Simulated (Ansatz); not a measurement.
Input file for Ansatz (a first-principles code): R-SVWN5/def2-TZVPP on H2SeTe (SMILES [SeH][TeH]), a point of a torsion scan. Elements past Kr take the def2 small-core potentials; no spin–orbit coupling.

Ansatz 0.2 input:
```yaml
crystal:
  periodic: [false, false, false]
  atoms:
    - {symbol: Se, position_ang: [-1.22248188, 0.63211207, 0.35481252]}
    - {symbol: Te, position_ang: [1.17302245, 0.65975266, -0.33742630]}
    - {symbol: H, position_ang: [-1.65950085, -0.50970622, -0.41555546]}
    - {symbol: H, position_ang: [0.79920729, 0.87320482, -1.92503099]}
basis:
  gaussian:
    orbitals: def2-TZVPP
hamiltonian:
  xc: {name: SVWN5}
scf: {lower_state_search: off}
```

Question: Give the final energy of this run.

Answer: -2666.9858 hartree.
